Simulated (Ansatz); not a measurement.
InGa5, relaxed as a singlet with RKS PBE-D4/def2-SVP in Ansatz, starting from the GFN1-xTB geometry. Force threshold 0.02 eV/Å.

In the def2 sets In takes a core potential; there is no spin–orbit coupling. The structure comes from a short search, and lower isomers may exist.

Start:

```xyz
6

Ga    0.150   -1.348    0.120
Ga   -0.255    0.646   -0.636
Ga    0.481   -0.371   -0.090
Ga    0.305    0.610   -0.801
Ga   -0.611    0.996   -0.221
In   -0.071   -0.533    1.628
```

Question: Estimate the energy that the relaxation releases and the steps that it takes.

Answer: 45819.0 kcal/mol, in 27 steps; 92 s on 4 threads of Arm Neoverse V2 on a shared host. No frequencies were taken in this run, so the end may be a saddle point.

Question: Does the start keep its bonding and symmetry?

Answer: Bonds lost: Ga1–Ga4, Ga1–Ga5, Ga1–In6, Ga2–Ga3, Ga2–Ga5, Ga3–In6, Ga4–In6 (atoms count from 1). Metal–metal contacts that move far: Ga3–Ga5 1.75 to 3.06 Å. The end is the same structure that another start reached, the lowest one found.

Question: Predict the relaxed structure.

Answer: 
Cartesian coordinates in Å:
```
Ga 0.270 -2.155 0.034
Ga -1.782 -0.689 -0.349
Ga 1.909 -0.428 -0.889
Ga -0.168 0.946 -1.516
Ga 0.734 1.974 0.602
In -0.962 0.352 2.118
```
Bond lengths (bridged metal pairs left out): 5 × Ga–Ga 2.52 to 2.58 Å; 2 × Ga–In 2.79 to 2.80 Å.
